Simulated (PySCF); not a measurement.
# Ir⁵⁸⁺: fine-structure interval

Ir⁵⁸⁺ [Ar] 3d1 [3d3/2^1, M_J = 3/2] → Ir⁵⁸⁺ [Ar] 3d1 [3d5/2^1, M_J = 5/2], as a difference of total energies. Calculation: PySCF 2.14, in an even-tempered Gaussian basis (15 s from 18 bohr⁻², ratio 2.8; 12 p from 23 bohr⁻², ratio 2.8; 8 d from 23 bohr⁻², ratio 2.8; 3 f from 70 bohr⁻², ratio 3); the two-component X2C-1e Hamiltonian. Correlated levels: [Ne] frozen; the 72 highest virtual spinors dropped. "Screened" scales the spin-orbit matrix elements by Boettger's factors to mimic the two-electron term; Breit and QED terms are absent.

| method | fine-structure interval (cm⁻¹) |
| --- | --- |
| GHF (screened spin-orbit) | 756420 |
| GMP2 (screened spin-orbit) | 757170 |
| GHF (bare spin-orbit) | 870570 |
